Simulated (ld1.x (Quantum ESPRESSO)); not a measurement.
**Before and after: RRKJ potential for Co (Z = 27)**

Co, norm-conserving RRKJ (Kleinman–Bylander form), made with ld1.x (Quantum ESPRESSO) 7.5 (PBE, scalar-relativistic). Core [Ar], reference 3d7 4s1.5 4p0 (charge +0.5). Waves: 4s (bound): rc 2.50 bohr; 4p (bound, empty): rc 2.45 bohr; 3d (bound): rc 1.30 bohr. Local part: all-electron potential smoothed inside 1.15 bohr (lloc = -2). Core correction: a·sin(br)/r model core inside 1.00 bohr. rho0 = 0.02.

Change: local potential all-electron potential smoothed inside 1.40 bohr (lloc = -2).

Cutoffs: the cutoffs (Ry, on a coarse ladder) from which the occupation-weighted sum of valence levels, in a spherical-Bessel basis at the reference potential, stays within 10 and 1 mRy of its value at 400 Ry; they do not see the model core or the augmentation charge, which bear on the density cutoff. Errors are all-electron minus pseudo energies relative to the spin-unpolarised reference configuration.

Problem. How do hardness, ghosts and transferability respond?

Solution. The potential gets neither clearly harder nor softer (110 Ry and 160 Ry → 110 Ry and 160 Ry); the bound ghost in s disappears; the number of tests that count goes from 6 to 7; of the 6 tests that both files solve, the error grows in 0 and shrinks in 3 by more than 15 % and 0.3 meV (median size 12.4 → 4.7 meV); the range in which the s phases agree narrows (upper end 2.6 → 0.1). In the separable form a ghost depends on how the local part lies against the semilocal potential of the channel, so the choice of the local part can create or remove one. That the errors move this way runs against the usual rule that smaller radii transfer better.

| quantity | base | changed |
| --- | --- | --- |
| cutoff, loose | 110 Ry | 110 Ry |
| cutoff, tight | 160 Ry | 160 Ry |
| loose cutoff by channel (10 mRy a level) | s 21 Ry, d 90 Ry | s 18 Ry, d 90 Ry |
| bound ghosts | s | none |
| tests counted (converged, no solver errors) | 6 of 7 | 7 of 7 |
| error for 3d7 4s2 4p0, meV [ΔE -3.60 eV] | -2.4 | +1.1 |
| error for 3d7 4s1 4p0, meV [ΔE 5.43 eV] | -3.3 | -0.2 |
| error for 3d7 4s0 4p0, meV [ΔE 22.21 eV] | -19 | -19 |
| error for 3d7.5 4s1.5 4p0, meV [ΔE -4.56 eV] | +100 | -3.4 |
| error for 3d7 4s0 4p1, meV [ΔE 10.80 eV] | -5.4 | -5.9 |
| error for 3d8 4s0 4p0, meV [ΔE 2.87 eV] | -107 | -118 |
| s: phases at 2.71 bohr within 0.05 rad from the reference energy up to (Ry; the scan ends near 5) | 2.6 | 0.1 |
| p: phases at 2.71 bohr within 0.05 rad from the reference energy up to (Ry; the scan ends near 5) | 1.6 | 2.1 |
| d: phases at 2.71 bohr within 0.05 rad from the reference energy up to (Ry; the scan ends near 5) | 1.0 | 0.9 |

Base: Tests not counted: 3d8 4s1 4p0 (pseudo-atom not self-consistent, printed error -177 eV). These tests converged, but a pseudo level misses the all-electron one widely, so the file describes the atom poorly there or has found another state: 3d7.5 4s1.5 4p0: 3d by 1.7 eV. A true bound ghost makes a file unfit for plane-wave use even where its test errors are small: the radial tests pick states by their node count and pass the ghost by. Where a test does run into it, the solver fails or the error is huge.
